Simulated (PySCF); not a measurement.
H₉NSi₃. Atoms are numbered in the order given.

```xyz
13

Si     1.5009     1.3417    -0.4875
N      1.3416    -0.2244     0.2514
Si    -0.0906    -1.1325     0.6672
Si    -2.0209    -0.1721    -0.2599
H      2.5118     1.3129    -1.5894
H      1.9191     2.4111     0.4738
H      0.1645     1.7042    -1.0458
H      2.2146    -0.6503     0.5563
H      0.0259    -2.5424     0.1712
H     -0.2885    -1.2280     2.1519
H     -3.1706    -1.0599     0.1027
H     -1.9344    -0.0878    -1.7499
H     -2.2846     1.1917     0.2927
```

The structure is a stationary point at PBE0-D3(BJ)/def2-SVP. One conformer was computed; it need not be the lowest.

The numbers are results of PBE0/pcSseg-1 (PySCF), not measurements.

GIAO shieldings, no solvent; atoms alike by connectivity are averaged. δ = σ(ref) − σ: ²⁹Si against TMS (σ = 352.7 ppm); ¹⁵N against NH3 (σ = 267.4 ppm); ¹H against TMS (σ = 31.56 ppm), references at their B3LYP-D3(BJ)/def2-TZVP geometries, non-relativistic.

```tsv
atoms	nucleus	count	δ (ppm)
Si3	²⁹Si	1	-41.9
Si1	²⁹Si	1	___
Si4	²⁹Si	1	-106.2
N2	¹⁵N	1	___
H9, H10	¹H	2	___
H5, H6, H7	¹H	3	4.97
H11, H12, H13	¹H	3	___
H8	¹H	1	-0.49
```

Question: What belongs in the gaps? (The exact figures need the calculation; the answer reports its results.)

Answer: 
- H9, H10, δ (ppm): 5.31
- H11, H12, H13, δ (ppm): 3.92
- N2, δ (ppm): -3.0
- Si1, δ (ppm): -48.0
